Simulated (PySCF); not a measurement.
## Excited states of `C=C(COC)N(C)C=O`, C$_{6}$H$_{11}$NO$_{2}$

The calculation used TDA PBE0/def2-SVP excited states, vertical, gas phase in PySCF. Geometry: GFN2-xTB.

Input:
```
{"job": {"kind": "states", "xc": "PBE0", "basis": "def2-SVP", "tda": true, "soc": true, "nstates": 6, "ntriplets": 5, "nquad": 4}, "charge": 0, "multiplicity": 1}
C      0.061905    -1.345212     1.301902
C     -0.152259    -0.657581     0.180016
C      0.727631    -0.904562    -1.029996
O      1.478681     0.213929    -1.449118
C      2.453698     0.619226    -0.520653
N     -1.177225     0.281790     0.060225
C     -2.105162     0.446828     1.162202
C     -1.365710     1.073845    -1.032676
O     -2.270198     1.868658    -1.137136
H      0.857139    -2.066116     1.353242
H     -0.528051    -1.235776     2.191624
H      1.403915    -1.738763    -0.794882
H      0.116721    -1.187120    -1.892993
H      3.163788    -0.191484    -0.316677
H      2.977928     1.457359    -0.974536
H      2.002081     0.938828     0.425376
H     -2.853909     1.170391     0.843016
H     -2.591015    -0.500322     1.397740
H     -1.592107     0.826988     2.046927
H     -0.612998     0.939770    -1.816639
```
Coordinates are in Å.

Command: `OMP_NUM_THREADS=1 python excited_run.py task.json out`

Task: Show the output.

Result: H and L stand for HOMO and LUMO.
```
coarse grid: 16576 points
cycle   1  E = -439.3398057728  dE =  1.352e+00  |g| = 9.517e-01  |ddm| = 4.601e+00
cycle   2  E = -438.7231279180  dE =  6.167e-01  |g| = 1.987e+00  |ddm| = 2.789e+00
cycle   3  E = -439.5158451167  dE = -7.927e-01  |g| = 2.187e-01  |ddm| = 2.111e+00
cycle   4  E = -439.5242970383  dE = -8.452e-03  |g| = 1.114e-01  |ddm| = 3.027e-01
cycle   5  E = -439.5265692019  dE = -2.272e-03  |g| = 2.385e-02  |ddm| = 9.949e-02
cycle   6  E = -439.5266942233  dE = -1.250e-04  |g| = 5.697e-03  |ddm| = 2.752e-02
cycle   7  E = -439.5267006511  dE = -6.428e-06  |g| = 1.987e-03  |ddm| = 6.618e-03
final grid: 159752 points
cycle   8  E = -439.5991949779  dE = -2.368e-05  |g| = 1.594e-02  |ddm| = 4.187e-02
cycle   9  E = -439.5990806871  dE =  1.143e-04  |g| = 2.864e-02  |ddm| = 3.783e-02
cycle  10  E = -439.5992465669  dE = -1.659e-04  |g| = 3.642e-03  |ddm| = 2.602e-02
cycle  11  E = -439.5992492334  dE = -2.666e-06  |g| = 5.771e-04  |ddm| = 3.059e-03
cycle  12  E = -439.5992493031  dE = -6.978e-08  |g| = 1.631e-04  |ddm| = 7.728e-04
cycle  13  E = -439.5992493092  dE = -6.021e-09  |g| = 5.156e-05  |ddm| = 2.155e-04
cycle  14  E = -439.5992493097  dE = -5.451e-10  |g| = 1.919e-05  |ddm| = 5.709e-05
converged SCF energy = -439.5992493097

Singlet excitations
state   eV       nm        f     d(h-e)  d(exc)  Lambda  PR(NTO)  |dmu|/D   mu/D   main configurations
  1   5.2505   236.1   0.00079   1.302   2.787   0.409   1.009    3.143    0.891   H-1->L 0.82, H-1->L+1 0.11
  2   6.2271   199.1   0.25127   0.850   3.202   0.555   1.096    3.125    5.305   H->L 0.50, H-2->L 0.42
  3   6.4753   191.5   0.33279   0.672   3.196   0.531   1.245    2.471    4.933   H-2->L 0.41, H->L 0.40
  4   7.1189   174.2   0.00892   1.791   3.688   0.498   1.338    4.250    1.032   H-1->L+1 0.59, H->L+1 0.17, H-2->L 0.11
  5   7.1853   172.6   0.00947   0.810   3.599   0.623   1.410                     H->L+1 0.57, H-1->L+1 0.17, H->L+2 0.11
  6   7.3900   167.8   0.02404   0.963   3.660   0.448   1.169                     H->L+2 0.80, H->L+1 0.09

Triplet excitations (Tamm-Dancoff)
state   eV     d(h-e)  d(exc)  Lambda  PR(NTO)   main configurations
  1   3.8935   0.295   2.621   0.724   1.046   H->L 0.91
  2   4.7170   1.117   2.560   0.412   1.007   H-1->L 0.72, H-1->L+1 0.17
  3   5.3680   0.628   2.410   0.710   1.431   H->L+1 0.66, H-3->L 0.21
  4   6.1171   1.839   3.198   0.383   1.116   H-2->L 0.73, H-1->L 0.14, H-1->L+1 0.08
  5   6.8819   0.594   3.233   0.727   1.807   H-3->L 0.63, H->L+1 0.27
S1 - T1 = 1.3570 eV

Spin-orbit couplings |<S|Hso|T>| (cm-1)
             T1       T2       T3       T4       T5
S0        0.635   49.719    0.210   25.715    2.599
S1       14.952    0.268   24.478    2.398   21.122
S2        6.029   12.895    3.828    4.468    3.574
S3        4.852   15.615    6.078    2.476    3.435
S4        5.951    0.616    8.693    1.292    9.588
S5        1.276    1.602    6.941    4.181    4.106
S6        0.925    1.004    2.109    2.230    1.842
T1 sublevels (cm-1): 0.000 0.000 0.012   radiative rates (1/s): 0.33 0.296 1.15
```

States above about 6.7 eV lie in this functional's continuum (it starts at minus the energy of the highest occupied orbital, well below the true ionisation energy for most functionals) and depend on the basis.

It took 59 s wall time on 1 thread of an Arm Neoverse V1, shared host, peak memory 0.82 GiB.
